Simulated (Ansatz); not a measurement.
Reaction (cleavage of the Si–B bond): `F[Si](F)(F)BCl` + HI → `F[Si](F)(F)I` + `BCl`

Calculated with Ansatz (gas phase, PBE0-D4/def2-TZVP geometries, no zero-point term in ΔE). CBS: MP2 limit from def2 TZ/QZ plus the TZ coupled-cluster correction, frozen cores. This one scheme is used for every species. Elements past krypton have def2 core potentials. For I outer-core shells are correlated without core-valence functions, which leaves a few kJ/mol of doubt a bond. One conformer a species, not always the lowest.

```tsv
level	ΔE (kJ/mol)
HF/def2-SVP	-86.0
CCSD(T)/def2-TZVPP	-88.5
```

Task: What does CCSD(T)/CBS give? (Estimate.)

Result: The calculation gave: -96.3 kJ/mol. The listed levels differ from it by 10.3, 7.8 kJ/mol.

Largest T1 diagnostic among the species: 0.013.

Leaving LDA and LC-ωPBE aside and taking each functional with its dispersion term where it has one, the values, not all of them listed here, spread over 13.4 kJ/mol, from r2SCAN0-D4 to BLYP-D4. From PBE to PBE0 (25 % exact exchange), in def2-TZVPP and without D4, ΔE moves by −5.5 kJ/mol.
